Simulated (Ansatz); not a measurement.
`O[SiH2][AlH][F]` + `BN` → `BN[SiH2]O` + `[F][AlH2]`  (cleavage of the Si–Al bond)

Calculated with Ansatz (gas phase, PBE0-D4/def2-TZVP geometries, no zero-point term in ΔE). CBS: MP2 limit from def2 TZ/QZ plus the TZ coupled-cluster correction, frozen cores. This one scheme is used for every species. Functionals use def2-TZVPP. Each species was taken in one conformer, which may not be the lowest.

`O[SiH2][AlH][F]`:

Cartesian coordinates in Å:
```
O 0.817 -1.614 -0.712
Si 0.540 -0.588 0.560
Al -0.991 1.231 -0.084
F -1.180 1.376 -1.726
H 0.797 -1.233 -1.590
H 1.820 -0.016 1.080
H -0.017 -1.423 1.659
H -1.786 2.267 0.812
```

`BN`:

Cartesian coordinates in Å:
```
B -0.359 -0.364 -0.452
N 0.370 0.375 0.465
H -1.523 -0.125 -0.596
H 0.194 -1.223 -1.076
H 1.350 0.227 0.637
H -0.030 1.110 1.022
```

`BN[SiH2]O`:

Cartesian coordinates in Å:
```
B -0.632 1.632 0.016
N 0.412 0.699 -0.012
Si 0.305 -0.988 0.401
O 0.502 -1.974 -0.898
H -1.724 1.267 0.348
H -0.425 2.770 -0.293
H 1.319 1.040 -0.303
H 1.423 -1.352 1.298
H -1.023 -1.160 1.036
H -0.156 -1.934 -1.593
```

`[F][AlH2]`:

Cartesian coordinates in Å:
```
F 0.054 -0.460 1.526
Al -0.002 0.016 -0.053
H 1.372 0.114 -0.819
H -1.424 0.330 -0.654
```

| species | PBE-QIDH energy (Eh) |
| --- | --- |
| `O[SiH2][AlH][F]` | -708.98754 |
| `BN` | -81.95402 |
| `BN[SiH2]O` | -447.69629 |
| `[F][AlH2]` | -343.27064 |

Work out ΔE.

ΔE = (-447.69629) + (-343.27064) − (-708.98754) − (-81.95402) = -0.02537 Eh = -66.6 kJ/mol. CCSD(T)/CBS gives -70.2 kJ/mol.

Largest T1 diagnostic among the species: 0.013.

Leaving LDA and LC-ωPBE aside and taking each functional with its dispersion term where it has one, the values, not all of them listed here, spread over 28.4 kJ/mol, from ωB97M-V to PBE-D4. LDA lies −7.5 kJ/mol from PBE without D4. The D4 term adds −3.3 kJ/mol with B3LYP and −1.7 kJ/mol with PBE0; it sums over pairs of atoms, weighted by their polarisabilities, and B3LYP, whose exchange is more repulsive, gets the larger term. From PBE to PBE0 (25 % exact exchange), in def2-TZVPP and without D4, ΔE moves by −8.5 kJ/mol.

B3LYP here is the variant with VWN-RPA as its local correlation; programs differ in this.
